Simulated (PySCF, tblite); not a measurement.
C6H5NSi.
SMILES: `[SiH2]1CC=C1C#CC#N`

Jobs on this species (13 atoms, 62 electrons) with PySCF (density fitting) and tblite. Hardware of each: an Arm Neoverse N1 with one thread, shared host. The host was shared with other jobs, so the times are rough.

| level and settings | work | basis functions | SCF cycles | wall time |
| --- | --- | --- | --- | --- |
| PBE0/pcSseg-1 | shieldings, ring-centre shieldings, charges and field gradients | 168 | ? | ? |
| GFN2-xTB | Hessian by finite differences | – | – | 0.67 s |
| CAM-B3LYP/def2-SVPD | 8 singlets by full TDDFT, 3 Tamm–Dancoff triplets, polarisability, density and orbital grids written | 204 | 14 | 81 s |

Q: Fill in the missing figures.

A: 
- PBE0/pcSseg-1; shieldings, ring-centre shieldings, charges and field gradients: 38 s, 15 SCF cycles

Q: What do all jobs in the table cost together?

A: About 2.0 min; the longest takes about 68 % of that, and about 120 times as long as the shortest.


Compound: C5H10BNO3.
SMILES: `C=CC(=O)NCCB(O)O`

Jobs on this species (20 atoms, 76 electrons) with PySCF (density fitting) and tblite. Hardware of each: Arm Neoverse N1, one thread (shared host). The host was shared with other jobs, so the times are rough.

```tsv
level and settings	work	basis functions	SCF cycles	wall time
GFN2-xTB	Hessian by finite differences	–	–	?
GFN2-xTB	L-BFGS relaxation	–	–	2.0 s
PBE0/pcSseg-1	shieldings, charges and field gradients	220	15	77 s
```

**Question.** Fill in the missing figures.

**Answer.** 
- GFN2-xTB; Hessian by finite differences: 1.3 s

**Question.** What do all jobs in the table cost together?

**Answer.** About 80 s; the longest takes about 96 % of that, and about 59 times as long as the shortest.


C₆H₁₂BFS.
SMILES: `B[C@@H]1[C@H](CF)[C@@]1(C)SC`

Jobs on this species (21 atoms, 78 electrons) with PySCF (density fitting) and tblite. Hardware of each: Intel Xeon at 2.70 GHz, one thread, shared host. Times come from a shared host and carry two figures at best.

```csv
level and settings,work,basis functions,SCF cycles,wall time
GFN2-xTB,Hessian by finite differences,–,–,?
GFN2-xTB,L-BFGS relaxation,–,–,1.6 s
PBE0/pcSseg-1,"shieldings, ring-centre shieldings, charges and field gradients, density and orbital grids written",220,14,90 s
```

Problem. Fill in the missing figures.

Solution. 
- GFN2-xTB; Hessian by finite differences: 1.2 s

Problem. What do all jobs in the table cost together?

Solution. About 93 s; the longest takes about 97 % of that, and about 75 times as long as the shortest.


Compound: C₇H₈BCl.
SMILES: `C1(CC=CC1)B(C#C)Cl`

Jobs on this species (17 atoms, 72 electrons) with PySCF (density fitting) and tblite. Hardware of each: Intel Xeon at 2.50 GHz, one thread (shared host). Other jobs ran on the host; a repeat could differ by tens of per cent or more.

```tsv
level and settings	work	basis functions	SCF cycles	wall time
GFN2-xTB	Hessian by finite differences	–	–	?
GFN2-xTB	L-BFGS relaxation	–	–	1.4 s
PBE0/pcSseg-1	shieldings, ring-centre shieldings, charges and field gradients, density and orbital grids written	200	14	2.1 min
```

Problem. Fill in the missing figures.

Solution. 
- GFN2-xTB; Hessian by finite differences: 2.1 s

Problem. What do all jobs in the table cost together?

Solution. About 2.2 min; the longest takes about 97 % of that, and about 90 times as long as the shortest.
